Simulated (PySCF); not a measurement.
Compound: C₈H₆FN.
Structure used (GFN2-xTB), in Å, numbered top down from 1:
```xyz
16
C8H6FN angstrom
N      3.7059    0.2936   -0.5111
C      2.5897    0.0761   -0.3561
C      1.2276   -0.1607   -0.1469
C      0.4944   -1.2427   -0.4414
C     -0.9283   -0.9473   -0.0237
C     -1.4024    0.1854   -0.9254
C     -0.6834    1.2588   -0.6326
C      0.2861    0.8728    0.4706
C     -0.6030   -0.1235    1.2429
F     -1.6962    0.4462    1.8287
H      0.8139   -2.1528   -0.9124
H     -1.5957   -1.7964    0.0799
H     -2.1695    0.0639   -1.6640
H     -0.7147    2.2361   -1.0720
H      0.7503    1.6825    1.0243
H     -0.0824   -0.6832    2.0277
```

The closed-shell SCF was solved with PySCF and density fitting under several settings on one GFN2-xTB geometry (grid level 2 and gas phase unless stated).

| settings | basis functions | SCF cycles | E (Eh) | HOMO (eV) | LUMO (eV) | dipole (D) |
| --- | --- | --- | --- | --- | --- | --- |
| PBE0/pcSseg-1 | 200 | 14 | -462.3958 | -7.42 | -1.86 | 3.44 |
| PBE0/def2-SVPD | 251 | 14 | -462.1306 | -7.43 | -1.90 | 3.48 |
| mPW1PW91/pcSseg-0 | 102 | 14 | -461.8208 | -7.64 | -1.90 | 3.35 |
| wB97X/6-311G**, start guess atom | 216 | 12 | -462.9645 | -9.61 | 0.40 | 3.41 |
| CAM-B3LYP/pcSseg-1 | 200 | 14 | -462.7020 | -8.70 | -0.72 | 3.41 |
| PBE0/pcSseg-1, energy threshold 1e-06 Eh, start guess atom | 200 | 9 | -462.3958 | -7.42 | -1.86 | 3.44 |
| PBE0/pcSseg-1, fitting basis def2-qzvpp-jkfit | 200 | 11 | -462.3958 | -7.42 | -1.86 | 3.44 |
| PBE0/6-31G | 102 | 15 | -462.3214 | -7.20 | -1.51 | 3.28 |

Q: Estimate the row for these settings: PBE0/pcSseg-0.

A: 
```json
{"settings": "PBE0/pcSseg-0", "basis functions": "102", "SCF cycles": "15", "E (Eh)": "-461.4076", "HOMO (eV)": "-7.61", "LUMO (eV)": "-1.87", "dipole (D)": "3.34"}
```

Q: Over all rows, what range does the HOMO–LUMO gap span?

A: From 5.53 eV (PBE0/def2-SVPD) to 10.01 eV (wB97X/6-311G**, start guess atom). The functional of the narrowest has 25 % exact exchange, that of the widest range-separated exact exchange.

Q: And the dipole moment?

A: From 3.28 D (PBE0/6-31G) to 3.48 D (PBE0/def2-SVPD); the largest is 1.06 times the smallest, and the median is 3.41 D.

Q: Compare two rows with the functional PBE0: PBE0/pcSseg-0 and PBE0/6-31G. Which energy is lower, and by how much?

A: PBE0/6-31G (102 functions) lies 0.9138 Eh or 573 kcal/mol below PBE0/pcSseg-0 (102 functions).

Cycle counts include a coarse-grid stage where the run had one. All basis functions are spherical, in the Pople sets too.
